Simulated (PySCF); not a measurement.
Energy landscape of CH₄Si, singlet: twist about the double or partial double bond, both ends planar. Scanned: twist about the central bond. Other coordinates (C-Si length, H-C-Si angle, H-Si-C angle, C-H length, Si-H length) were minimised at PBE0/def2-TZVP.

Levels: PBE/cc-pVTZ (PySCF); wB97X-V/cc-pVTZ (PySCF); CCSD(T) on RHF/cc-pVTZ, 6 core orbitals frozen (PySCF).

Energies relative to the lowest point of each profile, in mEh; the last columns give the difference from CCSD(T):

```csv
at / °,PBE,wB97X-V,CCSD(T),PBE − CCSD(T),wB97X-V − CCSD(T)
0,0.0,0.0,0.0,0.0,0.0
7.50,0.7,0.7,0.7,0.0,0.0
15,2.6,2.8,2.7,-0.1,0.1
22.50,5.8,6.2,6.0,-0.1,0.3
30,10.3,11.0,10.6,-0.3,0.4
37.50,16.0,17.0,16.4,-0.4,0.7
45,22.8,24.2,23.3,-0.5,0.9
52.50,30.6,32.4,31.3,-0.7,1.1
60,39.4,41.5,40.3,-0.9,1.2
67.50,48.9,51.2,50.2,-1.2,1.1
75,59.1,61.2,60.8,-1.7,0.4
82.50,69.5,70.5,72.2,-2.7,-1.6
90,78.7,76.1,82.5,-3.8,-6.4
```

PBE is furthest from CCSD(T) at 90 (-3.8 mEh, below); its mean absolute difference over the points is 1.0 mEh.

wB97X-V is furthest from CCSD(T) at 90 (-6.4 mEh, below); its mean absolute difference over the points is 1.1 mEh.

Near 90° the triplet can lie below this singlet.
